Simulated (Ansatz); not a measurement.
Z-matrix (Å, degrees):
```
C
Si 1 1.879
H 1 1.092 2 110.8
H 1 1.092 2 110.8 3 119.8
H 1 1.092 2 110.6 3 -120.2
Al 2 2.449 1 113.9 3 -58.8
H 2 1.493 1 110.0 3 178.7
H 2 1.494 1 109.9 3 61.6
Si 6 2.341 2 165.7 1 9.5
C 6 1.964 2 142.3 1 -172.6
H 9 1.489 6 123.0 2 -84.1
H 9 1.489 6 126.0 2 81.4
H 10 1.093 6 116.9 2 -69.4
H 10 1.091 6 121.5 2 68.6
```

Charge 0, multiplicity 1.

Problem. List the PBE/def2-TZVPP orbital energies in eV (Ansatz 0.2.0). (Estimate.)

Solution. The calculation gave: Occupied: -1779.50, -1779.07, -1506.67, -268.83, -268.21, -137.26, -136.83, -106.93, -94.00, -93.99, -93.97, -93.56, -93.55, -93.55, -69.05, -68.82, -68.78, -17.47, -16.51, -12.70, -12.16, -10.20, -10.20, -9.85, -9.60, -8.23, -8.11, -7.94, -7.60, -5.84, -4.86. Lowest empty: -2.79, -1.51, -1.00, 0.14, 0.46, 0.56, 0.85, 1.05.
